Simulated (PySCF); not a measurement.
# Spin states of GeP

Unrestricted PBE0; PySCF, spin-free X2C with a Gaussian nucleus, basis sets Ge x2c-TZVPPall, P x2c-TZVPPall. Outer shells of the fragments: Ge 3d10 4s2 4p2; P 3s2 3p3.

Followed along the bond (rough minima from three points):

```tsv
2Ms+1	unpaired	⟨S²⟩ at the start	R at minimum (Å)	Te (eV)
2	π ↑	0.76	2.15	0.00
2	σ ↑	0.76	2.04	0.20
4	π ↑↑↑	3.76	none in the scan	≤ 1.54
6	σ ↑, π ↑↑↑↑	8.75	none in the scan	≤ 3.16
```

Solutions found at the starting distance of 2.225 Å, counted from the lowest of them; the search is not exhaustive and high or unbound solutions are not listed, so other states can lie among these:

| 2Ms+1 | unpaired | term | E (eV) | ⟨S²⟩ | ⟨Lz²⟩ | μ (D) |
| --- | --- | --- | --- | --- | --- | --- |
| 2 | π ↑ | ²Π | 0.00 | 0.76 | 1.01 | -1.58 |
| 2 | σ ↑ | ²Σ⁺ | 0.47 | 0.76 | 0.00 | -1.94 |
| 4 | π ↑↑↑ | ⁴Π | 1.71 | 3.76 | 1.01 | 0.01 |
| 4 | σ ↑, π ↑↑ | mixed | 1.93 | 3.76 | 2.02 | -0.78 |
| 2 | π ↑↑↓ | mixed | 2.06 | 1.77 | 3.04 | 0.01 |
| 2 | σ ↓, π ↑↑ | mixed | 2.37 | 1.78 | 2.02 | -0.74 |
| 4 | σ ↑, π ↑↑ | mixed | 2.40 | 3.76 | 2.01 | -1.02 |
| 2 | σ ↓, π ↑↑ | mixed | 2.85 | 1.77 | 2.01 | -1.00 |
| 2 | π ↑ | mixed | 3.43 | 0.75 | 3.01 | 0.08 |
| 6 | σ ↑, π ↑↑↑↑ | ⁶Σ⁺ | 3.53 | 8.75 | 0.00 | 1.34 |
| 4 | σ ↓, π ↑↑↑↑ | mixed | 4.45 | 4.79 | 0.00 | 1.61 |
| 4 | σ ↑, π ↑↑ | ⁴Σ⁻ | 5.30 | 3.75 | 0.00 | 0.37 |
| 4 | σ ↑↑, π ↑ | ⁴Π | 5.36 | 3.76 | 1.02 | -0.14 |
| 6 | σ ↑↑, π ↑↑↑ | ⁶Π | 6.74 | 8.75 | 1.00 | 1.33 |

A term symbol is given only where ⟨S²⟩ and ⟨Lz²⟩ are close to those of a pure state; real π, δ and φ orbitals otherwise mix terms. A positive dipole means Ge(−)P(+).

Q: Compare the gap between the two lowest followed solutions at the starting distance with the gap between their minima.

A: At PBE0 the second solution (doublet, unpaired electrons σ ↑) lies +0.47 eV from the first (doublet, unpaired electrons π ↑) at 2.225 Å and +0.20 eV at the minima; the two curves relax by different amounts, since their minima lie near 2.04 and 2.15 Å.

Spin–orbit coupling is left out. Counting both spins, an empty level lies below a filled one in some of these solutions, because spin and occupation are held.
